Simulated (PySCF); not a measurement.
A side-by-side comparison of computed properties.

First species: C₄H₄O₂Si.
SMILES with atom numbers: `[CH:1]#[C:2][SiH:3]1[O:4][CH:5]=[CH:6][O:7]1` (hydrogens: H8 on C1; H9 on Si3; H10 on C5; H11 on C6)

Second species: C₄H₄O₂Si.
Numbering: `[CH:1]#[C:2][C:3]#[C:4][SiH:5]([OH:6])[OH:7]` (hydrogens: H8 on C1; H9 on Si5; H10 on O6; H11 on O7)

Cartesian coordinates in Å at the GFN2-xTB level; atoms count from 1:
```
atom  x, y, z in Å
C1     3.740   -1.075    0.354
C2     2.609   -0.719    0.139
C3     1.329   -0.323   -0.093
C4     0.184    0.027   -0.283
Si5   -1.571    0.527   -0.618
O6    -1.868    2.044   -0.140
O7    -2.567   -0.432    0.253
H8     4.726   -1.381    0.536
H9    -1.850    0.496   -2.045
H10   -2.205    2.217    0.734
H11   -2.521   -1.379    0.176
```

Levels: B3LYP/def2-SVPD for dipole moment, HOMO energy, LUMO energy, HOMO–LUMO gap, static isotropic polarisability and electronic spatial extent ⟨r²⟩ about the centre of nuclear charge; TDDFT B3LYP/def2-SVPD for lowest singlet excitation; TDA B3LYP/def2-SVPD for lowest triplet excitation (Tamm–Dancoff); GFN2-xTB for rotational constant A and rotational constant C. Geometries: GFN2-xTB. Each structure is a single optimised conformer of the isolated species, non-relativistic unless stated; the electronic structure was computed with PySCF and density fitting.

The conformers computed, where there is a choice (atom-mapped SMILES and torsion angles):
- `[CH:1]#[C:2][C:3]#[C:4][SiH:5]([OH:6])[OH:7]`: H–O6–Si5–C4 -92°, H–O7–Si5–C4 -55°

| property | column X | column Y |
| --- | --- | --- |
| dipole moment | 0.81 D | 1.89 D |
| HOMO energy | -6.07 eV | -7.47 eV |
| LUMO energy | -1.06 eV | -1.55 eV |
| HOMO–LUMO gap | 5.01 eV | 5.92 eV |
| lowest singlet excitation | 4.12 eV | 4.47 eV |
| lowest triplet excitation (Tamm–Dancoff) | 3.97 eV | 3.65 eV |
| static isotropic polarisability | 70.4 au | 85.4 au |
| electronic spatial extent ⟨r²⟩ about the centre of nuclear charge | 830 bohr² | 1363 bohr² |
| rotational constant A | 5.336 GHz | 6.822 GHz |
| rotational constant C | 1.499 GHz | 0.784 GHz |

Question: Which column belongs to which species?

Answer: Column X is the first species and column Y the second. The first has 11 atoms and 58 electrons, the second 11 and 58.

Question: How does each property change from the first species to the second?

Answer: dipole moment +1.08 D; HOMO energy -1.40 eV; LUMO energy -0.49 eV; HOMO–LUMO gap +0.91 eV; lowest singlet excitation +0.35 eV; lowest triplet excitation (Tamm–Dancoff) -0.32 eV; static isotropic polarisability +15.0 au; electronic spatial extent ⟨r²⟩ about the centre of nuclear charge +533 bohr²; rotational constant A +1.486 GHz; rotational constant C -0.715 GHz.

On the first: The 8 singlets span 4.12 to 6.36 eV, and their oscillator strengths add up to 0.10. No computed singlet falls in the visible range (750 to 380 nm, 1.65 to 3.26 eV); S1 lies 0.86 eV above its blue end.

On the second: The vertical singlet–triplet gap S1 − T1 is 0.82 eV (TDDFT singlet less Tamm–Dancoff triplet). The polarisability is 12.65 Å³ as a volume (1 au = 0.148185 Å³), or 1.47 au for each of the 58 electrons.
